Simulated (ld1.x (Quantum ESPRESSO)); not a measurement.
# Building the TM potential for K (Z = 19) (LDA (PZ), scalar-relativistic).

- Element: potassium
- Generator: ld1.x (Quantum ESPRESSO) 7.5
- Type: norm-conserving Troullier–Martins (Kleinman–Bylander form)
- Functional: LDA (PZ)
- Relativity: scalar-relativistic
- Frozen core: [Ar]
- Valence charge: 1
- Reference configuration: 4s1 4p0
- Partial waves: 4p (bound, empty): rc 3.35 bohr; 3d channel at 0.25 Ry: rc 2.80 bohr; 4s (bound): rc 2.80 bohr
- Local potential: the s channel
- Core correction: none

Does the generator finish with these settings?

Yes, a potential is produced and its reference levels are reproduced.

Estimate the cutoffs (Ry, on a coarse ladder) from which the occupation-weighted sum of valence levels, in a spherical-Bessel basis at the reference potential, stays within 10 and 1 mRy of its value at 400 Ry.

6 Ry and 8 Ry.

What does a ghost test show?

Ghost state, extra bound levels that the all-electron valence spectrum of the same l lacks: p at -3193.4 eV. A true bound ghost makes a file unfit for plane-wave use.

Tests: 4s0.5 4p0; 4s0 4p1. Which has the largest error in its energy relative to the reference configuration, and how large is it?

4s0 4p1, with +54 meV (all-electron minus pseudo) on +1.63 eV.
